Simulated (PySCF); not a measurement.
A GIAO shielding run with PySCF (density fitting, non-relativistic, gas phase) on SMILES CCO[Si@@H](O)C[C@H](C)F, C5H13FO2Si:

```
$ OMP_NUM_THREADS=1 python probes_run.py task.json out

{"job": {"kind": "nmr", "xc": "PBE0", "basis": "pcSseg-1"}, "charge": 0, "multiplicity": 1}
C     -2.908560    -0.435630     0.748925
C     -2.142557    -0.729789    -0.530942
O     -0.796384    -0.339744    -0.418426
Si    -0.130326     1.118101    -0.594780
O     -1.031329     2.216720     0.212647
C      1.620057     1.010815     0.122817
C      2.431410    -0.183531    -0.342123
C      2.041662    -1.478701     0.345159
F      3.778621     0.063525    -0.073265
H     -3.934552    -0.782000     0.660291
H     -2.431999    -0.937962     1.586628
H     -2.899788     0.634080     0.934659
H     -2.608822    -0.212215    -1.375307
H     -2.137570    -1.805875    -0.736890
H     -0.106436     1.498669    -2.012132
H     -0.730664     3.113139     0.329590
H      2.156010     1.911915    -0.180686
H      1.601613     1.014234     1.213998
H      2.378841    -0.287709    -1.432702
H      2.670484    -2.294543    -0.003052
H      2.166576    -1.376934     1.420891
H      1.003302    -1.697180     0.123850
```

Hardware: 1 thread of an Intel Xeon, shared host. The job also computes population analyses, field gradients.

Q: How large is the calculation?

A: 82 electrons, 225 basis functions and 1189 auxiliary functions.

Q: How long does it take, and how much memory does it need?

A: 99 s of wall time, with 14 SCF cycles and 4 response iterations; peak memory 1 GiB. Times on a shared host scatter by some tens of per cent.
